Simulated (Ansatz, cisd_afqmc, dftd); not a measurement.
Species: C₂H₃ClF₂, charge 0, singlet. C2H3ClF2 (1-chloro-1,1-difluoroethane, SMILES CC(F)(F)Cl).
B3LYP-D3(BJ)/def2-TZVP minimum from Ansatz (a quantum-chemistry and plane-wave program):
```
C
F 1 1.3523
F 1 1.3523 2 106.75
C 1 1.5033 2 111.02 3 -121.13
H 4 1.0875 1 109.73 2 -60.46
H 4 1.0875 5 109.61 1 120.56
H 4 1.0903 5 109.72 6 120.54
Cl 1 1.7983 2 107.81 3 115.61
```

Wanted: atomisation energy (electronic, to ground-state atoms), in kcal/mol. Radicals and triplets start from unrestricted determinants; spin-orbit coupling is neglected. Cores are frozen in correlated methods. Rows without X2C or -DK are non-relativistic. AFQMC/CISD: phaseless, guided by CISD from CCSD amplitudes; bars are statistical, one sigma. Outlying blocks are dropped, and bars are widened where a walk drifts. Over all cases where full CI ran beside it in this data, AFQMC minus full CI had a median of +0.1 mEh and passed +0.4 mEh in a tenth of the cases. CBS(X,Y): correlation extrapolated as X^-3, Hartree-Fock from the larger set. A bracket is a step between two methods taken in the basis named. The functionals are non-relativistic, so their misses hold any scalar relativity. '+ core + X2C': CCSD(T) terms for core correlation (cc-pwCVTZ, 1s frozen past Ne) and scalar relativity (cc-pVTZ-DK). For partners of very few electrons the exact lower level stands in for a higher one.

```json
[
 {"level": "HF/cc-pV(Q+d)Z", "program": "Ansatz", "atomisation energy (kcal/mol)": "509.8", "difference against the last row": "-210.5"},
 {"level": "PBE-D3(BJ)/def2-TZVPD", "program": "Ansatz + dftd3", "atomisation energy (kcal/mol)": "744.3", "difference against the last row": "24.0"},
 {"level": "r2SCAN/def2-TZVPD", "program": "Ansatz", "atomisation energy (kcal/mol)": "723.0", "difference against the last row": "2.7"},
 {"level": "CCSD/cc-pV(Q+d)Z", "program": "Ansatz", "atomisation energy (kcal/mol)": "695.2", "difference against the last row": "-25.1"},
 {"level": "CCSDT(Q)/cc-pV(D+d)Z", "program": "Ansatz", "atomisation energy (kcal/mol)": "659.4", "difference against the last row": "-60.9"},
 {"level": "AFQMC/CISD/cc-pV(T+d)Z", "program": "cisd_afqmc", "atomisation energy (kcal/mol)": "699.4 ± 0.3", "difference against the last row": "-20.9"},
 {"level": "CCSD(T)/CBS(cc-pV(T+d)Z,cc-pV(Q+d)Z) + [AFQMC/CISD - CCSD(T)]/cc-pV(T+d)Z + core + X2C", "program": "Ansatz + cisd_afqmc", "atomisation energy (kcal/mol)": "720.6 ± 0.3", "difference against the last row": "0.3"},
 {"level": "CCSD(T)/CBS(cc-pV(T+d)Z,cc-pV(Q+d)Z) + [CCSDT(Q) - CCSD(T)]/cc-pV(D+d)Z + core + X2C", "program": "Ansatz", "atomisation energy (kcal/mol)": "720.3", "difference against the last row": "0.0"}
]
```
